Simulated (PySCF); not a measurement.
CH8N2OSi, SMILES CN[Si@@H](N)O. Geometry optimised at ωB97X-D3(BJ)/def2-SVP. The structure was generated by enumeration; whether it is a known compound was not checked. The values are those of a single conformer.

All values below come from ωB97X-D3(BJ)/def2-SVP (PySCF 2.14.0).

Harmonic wavenumbers (cm⁻¹): 81, 145, 195, 226, 256, 289, 304, 372, 413, 500, 731, 781, 798, 847, 891, 934, 983, 1102, 1153, 1186, 1418, 1463, 1479, 1513, 1536, 2212, 3023, 3092, 3142, 3643, 3644, 3749, 3945. Rotational constants (GHz): 6.330, 2.622, 2.041; symmetry number 1.

Work out the zero-point energy and the ideal-gas rigid-rotor harmonic-oscillator thermochemistry at 298.15 K and 1 atm.

ZPE = ½ Σ hcν = ½ × 46045 cm⁻¹ = 65.82 kcal/mol. H − E(el) = 71.50 kcal/mol. Entropy in cal/(mol K): translation 39.48, rotation 26.65, vibration 19.37, total 85.50. G − E(el) = 46.00 kcal/mol. Cp = 29.99 cal/(mol K). Modes under 150 cm⁻¹ make the vibrational entropy uncertain.
